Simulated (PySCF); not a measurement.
The vertical singlet excitations below were computed for one of the candidates. The calculation used TDDFT CAM-B3LYP/def2-SVPD, vertical, gas phase, core orbitals frozen in the response in PySCF. Geometries: GFN2-xTB, one conformer each.

```tsv
state	λ (nm)	f
S1	255.4	0.099
S2	238.2	0.0070
S3	225.5	0.0028
S4	209.2	0.0093
S5	207.6	0.039
S6	201.1	0.036
S7	194.6	0.0067
S8	192.3	0.0089
```

Triplets computed (Tamm–Dancoff): 3.40, 4.29, 5.01 eV.

Orbital energies (eV): HOMO-3 -11.05, HOMO-2 -9.89, HOMO-1 -8.17, HOMO -6.84, LUMO 0.86, LUMO+1 1.30, LUMO+2 1.44.

**Question.** Which candidate is it?
A. `C=CCn1nccn1`
B. `CNc1ccsc1`
C. `NN=C1CCCC1`

**Answer.** B. Its S1, at 4.85 eV, is the lowest among the candidates; the nearest of the others has S1 at 5.92 eV. S1 is HOMO→LUMO (96%). Löwdin shares by element: HOMO carbon 34% or more, nitrogen 28%, sulfur 15% (atoms not listed hold the other 23%); LUMO carbon 55% or more, sulfur 21% (atoms not listed hold the other 24%). At the same level the other candidates give, for their lowest levels:
- `C=CCn1nccn1`: 191 nm (f 0.003); 189 nm (f 0.271); 169 nm (f 0.002); 167 nm (f 0.050); 166 nm (f 0.024); T1 4.52 eV; HOMO -8.96, LUMO 0.78 eV
- `NN=C1CCCC1`: 209 nm (f 0.005); 209 nm (f 0.018); 196 nm (f 0.315); 184 nm (f 0.012); 173 nm (f 0.003); T1 4.03 eV; HOMO -7.59, LUMO 1.35 eV

Shape of the structure used: `[CH3:1][NH:2][c:3]1[cH:4][cH:5][s:6][cH:7]1`: C1–N2–C3–C4 28°.
